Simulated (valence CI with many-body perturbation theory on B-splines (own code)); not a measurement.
# E1 line list for Cs²²⁺

Computed by valence CI with perturbative core correlation (CI+MBPT): five valence electrons over a frozen Dirac-Fock core [Ar] 3d10, radial functions for each j: 11 s, 11 p, 10 d, 8 f, 5 g, 2 h, with the one-electron correlation potential Σ1, the two-electron term Σ2, the three-electron term Σ3, Breit, model QED; selected CI, second order for the rest, scaled by the run's own slope (own B-spline code, finite nucleus).

No measured spectrum was set against this ion. As an estimate, levels hold to about 250 cm⁻¹ or 0.2 % of their energy and the worst to 1 %, as in measured heavy ions of charge 2 to 7; those with d or f electrons hold less well. Among the levels kept, up to 2100 cm⁻¹ of a level comes from second order outside the variational space, and about a tenth of that is noise between levels of different J, which matters for small intervals.

Lines 1 to 50 of 551 in falling wavelength, among levels below 1865900 cm⁻¹, chosen from the strongest by gf and those to the six lowest levels. Wavelengths and rates use the calculated energies, so an error of 2000 cm⁻¹ moves a line at 333.5 Å by 0.67 % and its rate by three times that or more. Electric multipoles are in the length gauge, E1 and E2 with the static RPA response of the core. Weak lines are less certain than strong ones. Lines between different terms over intervals too small for the method are left out, as are lines whose strength nearly cancels. Where a level lies close to another of its J and parity, the split of strength between their lines is uncertain.

Levels are named by their leading jj configuration (3d3/2^4 stands for four electrons in 3d with j = 3/2), which in mixed levels can hold well under half, so a name can repeat and another be missing. Letters in brackets count levels of one name in rising energy.

```
λ vac (Å)                               Upper                               Lower   A (s⁻¹)  S (a.u.)
    333.5          (4s 4p1/2^2 4p3/2^2) J=3/2                (4s^2 4p3/2^3) J=3/2  1.87e+08  1.37e-02
    326.8          (4s 4p1/2^2 4p3/2^2) J=1/2                (4s^2 4p3/2^3) J=3/2  9.26e+07  3.19e-03
    261.2        (4s 4p1/2 4p3/2^3) J=3/2 [a]                (4s^2 4p3/2^3) J=3/2  1.12e+08  3.94e-03
    254.1          (4s 4p1/2^2 4p3/2^2) J=5/2          (4s^2 4p1/2 4p3/2^2) J=5/2  1.54e+09  7.47e-02
    247.8     (4s 4p1/2 4p3/2^2 4d5/2) J=11/2          (4s^2 4p3/2^2 4d5/2) J=9/2  3.16e+09  2.85e-01
    238.8            (4s 4p1/2 4p3/2^3) J=5/2                (4s^2 4p3/2^3) J=3/2  3.49e+09  1.41e-01
    238.4             (4p1/2^2 4p3/2^3) J=3/2        (4s 4p1/2 4p3/2^3) J=3/2 [b]  6.66e+09  1.78e-01
    238.3          (4s 4p1/2^2 4p3/2^2) J=5/2          (4s^2 4p1/2 4p3/2^2) J=3/2  3.30e+09  1.32e-01
    237.7          (4s^2 4p1/2^2 4d3/2) J=3/2                (4s^2 4p3/2^3) J=3/2  7.15e+07  1.90e-03
    232.9          (4s 4p1/2^2 4p3/2^2) J=1/2          (4s^2 4p1/2 4p3/2^2) J=1/2  4.52e+09  5.64e-02
    218.5          (4s 4p1/2^2 4p3/2^2) J=3/2          (4s^2 4p1/2 4p3/2^2) J=5/2  3.63e+09  7.48e-02
    217.4          (4s^2 4p1/2^2 4d5/2) J=5/2                (4s^2 4p3/2^3) J=3/2  6.85e+07  2.09e-03
    217.0            (4s 4p1/2 4p3/2^3) J=1/2                (4s^2 4p3/2^3) J=3/2  1.85e+09  1.87e-02
    211.7        (4s 4p1/2 4p3/2^3) J=3/2 [b]                (4s^2 4p3/2^3) J=3/2  3.46e+09  6.48e-02
    211.4             (4p1/2^2 4p3/2^3) J=3/2            (4s 4p1/2 4p3/2^3) J=5/2  1.53e+10  2.85e-01
    210.6        (4s 4p3/2^3 4d5/2) J=7/2 [a]      (4s^2 4p3/2^2 4d5/2) J=5/2 [b]  3.18e+09  1.17e-01
    209.1  (4s 4p1/2 4p3/2^2 4d5/2) J=9/2 [d]          (4s^2 4p3/2^2 4d5/2) J=9/2  3.01e+09  1.36e-01
    206.7          (4s 4p1/2^2 4p3/2^2) J=3/2          (4s^2 4p1/2 4p3/2^2) J=3/2  1.03e+09  1.79e-02
    204.1          (4s 4p1/2^2 4p3/2^2) J=1/2          (4s^2 4p1/2 4p3/2^2) J=3/2  3.46e+08  2.91e-03
    197.5        (4s 4p1/2 4p3/2^3) J=3/2 [a]          (4s^2 4p1/2 4p3/2^2) J=1/2  2.28e+08  3.46e-03
    189.0  (4s 4p1/2 4p3/2^2 4d5/2) J=9/2 [a]  (4s^2 4p1/2 4p3/2 4d5/2) J=7/2 [a]  4.31e+09  1.44e-01
    185.9  (4s 4p1/2 4p3/2^2 4d5/2) J=7/2 [a]  (4s^2 4p1/2 4p3/2 4d5/2) J=7/2 [a]  4.75e+09  1.20e-01
    185.8  (4s 4p1/2 4p3/2^2 4d5/2) J=9/2 [a]      (4s^2 4p1/2 4p3/2 4d3/2) J=7/2  5.31e+09  1.68e-01
    185.0        (4s 4p1/2 4p3/2^3) J=3/2 [a]          (4s^2 4p1/2 4p3/2^2) J=5/2  9.78e+08  1.22e-02
    184.8          (4s 4p1/2^2 4p3/2^2) J=5/2          (4s^2 4p1/2^2 4p3/2) J=3/2  5.66e+09  1.06e-01
    183.9     (4s 4p1/2 4p3/2^2 4d5/2) J=11/2      (4s^2 4p1/2 4p3/2 4d5/2) J=9/2  8.79e+09  3.24e-01
    183.8          (4s^2 4p1/2^2 4d3/2) J=3/2          (4s^2 4p1/2 4p3/2^2) J=1/2  6.96e+08  8.53e-03
    183.8  (4s 4p1/2 4p3/2^2 4d5/2) J=9/2 [b]  (4s^2 4p1/2 4p3/2 4d5/2) J=7/2 [a]  7.35e+09  2.25e-01
    182.2  (4s 4p1/2 4p3/2^2 4d5/2) J=9/2 [c]      (4s^2 4p1/2 4p3/2 4d5/2) J=9/2  5.19e+09  1.55e-01
    182.1  (4s^2 4p1/2 4p3/2 4d3/2) J=3/2 [a]                (4s^2 4p3/2^3) J=3/2  1.79e+09  2.14e-02
    181.1  (4s 4p1/2^2 4p3/2 4d3/2) J=3/2 [b]          (4s^2 4p1/2^2 4d3/2) J=3/2  1.18e+10  1.38e-01
    179.9  (4s 4p1/2 4p3/2^2 4d3/2) J=7/2 [c]  (4s^2 4p1/2 4p3/2 4d3/2) J=5/2 [b]  8.08e+09  1.86e-01
    176.8  (4s 4p1/2 4p3/2^2 4d5/2) J=9/2 [d]  (4s^2 4p1/2 4p3/2 4d5/2) J=7/2 [b]  3.87e+09  1.05e-01
    176.4        (4s 4p1/2 4p3/2^3) J=3/2 [a]          (4s^2 4p1/2 4p3/2^2) J=3/2  1.65e+10  1.79e-01
    175.7  (4s 4p1/2 4p3/2^2 4d5/2) J=7/2 [c]  (4s^2 4p1/2 4p3/2 4d5/2) J=7/2 [b]  4.42e+09  9.47e-02
    175.5            (4s 4p3/2^3 4d5/2) J=9/2          (4s^2 4p3/2^2 4d5/2) J=9/2  1.65e+10  4.40e-01
    174.7            (4s 4p3/2^3 4d3/2) J=7/2          (4s^2 4p3/2^2 4d3/2) J=7/2  1.22e+10  2.56e-01
    174.1  (4s 4p1/2 4p3/2^2 4d5/2) J=3/2 [b]  (4s^2 4p1/2 4p3/2 4d3/2) J=5/2 [b]  1.21e+10  1.26e-01
    173.4            (4s 4p1/2 4p3/2^3) J=5/2          (4s^2 4p1/2 4p3/2^2) J=5/2  1.60e+10  2.47e-01
    173.3  (4s 4p1/2 4p3/2^2 4d5/2) J=5/2 [f]  (4s^2 4p1/2 4p3/2 4d5/2) J=3/2 [b]  8.39e+09  1.29e-01
    173.2        (4s 4p3/2^3 4d3/2) J=3/2 [a]          (4s^2 4p3/2^2 4d3/2) J=5/2  1.26e+10  1.30e-01
    172.0            (4s 4p3/2^3 4d5/2) J=9/2          (4s^2 4p3/2^2 4d5/2) J=7/2  8.21e+09  2.06e-01
    171.2            (4s 4p1/2 4p3/2^3) J=1/2          (4s^2 4p1/2 4p3/2^2) J=1/2  1.81e+10  8.96e-02
    169.6      (4s 4p1/2^2 4p3/2 4d5/2) J=7/2          (4s^2 4p1/2^2 4d5/2) J=5/2  1.87e+10  3.60e-01
    169.5  (4s^2 4p1/2 4p3/2 4d5/2) J=5/2 [a]                (4s^2 4p3/2^3) J=3/2  8.54e+08  1.23e-02
    168.9             (4p1/2^2 4p3/2^3) J=3/2          (4s 4p1/2^2 4p3/2^2) J=3/2  1.21e+10  1.15e-01
    168.8  (4s 4p1/2 4p3/2^2 4d5/2) J=3/2 [a]  (4s^2 4p1/2 4p3/2 4d5/2) J=5/2 [a]  1.14e+10  1.09e-01
    168.3        (4s 4p3/2^3 4d5/2) J=7/2 [b]      (4s^2 4p3/2^2 4d5/2) J=5/2 [a]  9.73e+09  1.83e-01
    168.0  (4s 4p1/2 4p3/2^2 4d3/2) J=5/2 [d]  (4s^2 4p1/2 4p3/2 4d5/2) J=5/2 [b]  1.97e+10  2.77e-01
    167.9  (4s 4p1/2 4p3/2^2 4d5/2) J=7/2 [d]  (4s^2 4p1/2 4p3/2 4d5/2) J=7/2 [b]  1.21e+10  2.26e-01
```
